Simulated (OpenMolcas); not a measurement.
An OpenMolcas run meant for neutral antimony (ANO-RCC-VTZP, DKH2; inactive shells 1s 2s 2p 3s 3p 3d 4s 4p 4d 5s; intended active space 3 electrons in 3 orbitals (5p)). One step of its input:

```
&RASSCF
FileOrb=start.orb
Symmetry=2
Spin=4
nActEl=3 0 0
Inactive=15 9
Ras2=0 3
CIRoot=3 3 1
SDav=1
CIMx=300
Iter=87 100
PrWF=0.3
OrbListing=Nothing
MaxOrb=0
Atom
>>> COPY $Project.JobIph JOB001
```

Lines from the output:

```
...
      Number of secondary orbitals              41
      Spin quantum number                      1.5
      State symmetry                             2
Orbital specifications:
      -----------------------

      Symmetry species                           1   2
                                                ag  au
      Frozen orbitals                            0   0
      Inactive orbitals                         15   9
      Active orbitals                            0   3
      RAS1 orbitals                              0   0
      RAS2 orbitals                              0   3
      RAS3 orbitals                              0   0
      Secondary orbitals                        21  20
      Deleted orbitals                           0   0
      Number of basis functions                 36  32
      Number of CSFs                             1
      Number of root(s) required                 3
 ************ ERROR ***********
  You can't ask for more roots
  than there are configurations
 ******************************
--- Stop Module: rasscf at  /rc=_RC_INPUT_ERROR_ ---
.####################.
.# User input error #.
.####################.
```

Task: What is wrong with the input?

Result: CIRoot asks for more roots than the active space has configuration state functions.
